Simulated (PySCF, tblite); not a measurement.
Isomers of C8H6N (doublet state), one GFN2-xTB conformer each. Single-point energies are computed at B3LYP/pcH-1 (PySCF, gas phase, no added dispersion term), electronic only. GFN2-xTB treats the open shell by occupation alone, and not every SCF solution was tested for stability.

```csv
SMILES,GFN2-xTB relative energy (kcal/mol)
N#CCC1=C[C]2[C@@H]3[C@H]2[C@H]13,17.4
C=C1[C]=C(CC#N)C=C1,0.0
```

Conformers: `[N:1]#[C:2][CH2:3][C:4]1=[CH:5][C:6]2[C@@H:7]3[C@H:8]2[C@H:9]13` (doublet state) with C2–C3–C4–C5 -121°; `[CH2:1]=[C:2]1[C:3]=[C:4]([CH2:5][C:6]#[N:7])[CH:8]=[CH:9]1` (doublet state) with C3–C4–C5–C6 -118°.

**Question.** What does B3LYP/pcH-1 give for the same structures?

**Answer.** 
```csv
SMILES,B3LYP/pcH-1 E (Eh),B3LYP/pcH-1 (kcal/mol),GFN2-xTB (kcal/mol),point group
C=C1[C]=C(CC#N)C=C1,-363.07423,0.0,0.0,C1
N#CCC1=C[C]2[C@@H]3[C@H]2[C@H]13,-363.00660,42.4,17.4,C1
```

Both levels put the same isomer lowest. As drawn, the higher has a three-membered ring, which the lower lacks.

**Question.** What happens when harmonic zero-point energies from GFN2-xTB frequencies are added?

**Answer.** 
```
                          SMILES  ZPE (kcal/mol)  electronic (kcal/mol)  with ZPE (kcal/mol)
             C=C1[C]=C(CC#N)C=C1            68.3                    0.0                  0.0
N#CCC1=C[C]2[C@@H]3[C@H]2[C@H]13            68.9                   42.4                 43.1
```

The zero-point energies span 0.6 kcal/mol. The order is unchanged.
